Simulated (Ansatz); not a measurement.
Frontier orbitals of `C=CS[SiH3]`.

The species carries charge 0 and has multiplicity 1. Geometry: relaxed with PBE0-D4/def2-TZVP. It is one conformer, not always the lowest. Basis def2-TZVPP, Ansatz.

```tsv
functional	HOMO (eV)	LUMO (eV)	gap (eV)
PBE	-5.69	-1.36	4.33
B97M-V	-5.99	-1.14	4.85
PBE0	-6.76	-0.40	6.36
r2SCANh	-6.30	-0.80	5.50
r2SCAN0	-6.90	-0.28	6.62
HSE06 (plane-wave form)	-6.37	-0.78	5.59
BHLYP	-7.69	0.67	8.36
LC-ωPBE	-9.35	1.85	11.20
ωB97X-V	-8.99	1.77	10.76
ωB97M-V	-8.86	1.63	10.49
HF	-9.12	3.21	12.33
```

Against PBE, PBE0 changes HOMO and LUMO by −1.07 and +0.96 eV, ωB97M-V by −3.18 and +2.98 eV. A gap of 4.33 eV thus becomes 10.49 eV for the same molecule, so an orbital gap means little without its functional. A positive LUMO is unbound and depends on the basis.

LC-ωPBE has ω = 0.4 bohr⁻¹.
